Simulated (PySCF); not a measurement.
## Ge²⁺: ionisation energy

Ge²⁺ [Ar] 3d10 4s2 (1S) → Ge³⁺ [Ar] 3d10 4s1 (2S), as a difference of total energies. Computed with PySCF 2.14 in dyall-av3z (24s17p11d2f, 144 functions), with the spin-free X2C one-electron Hamiltonian (Gaussian nucleus). Correlated levels: valence: [Ar] 3d10 frozen; virtual orbitals above 40 to 60 times the deepest correlated orbital energy dropped. The calculations carry no spin-orbit coupling.

```csv
method,ionisation energy (eV)
UHF,32.195
MP2 (valence),32.989
SCS-MP2 (valence),33.148
CCSD (valence),33.284
```

Question: How much does correlation contribute at MP2 (valence)?

Answer: 32.989 − (32.195) = 0.794 eV, measured against UHF.

With two correlated electrons CCSD is exact in that space.

For comparison: 34.058 eV (measured; NIST Atomic Spectra Database, ionization energies).
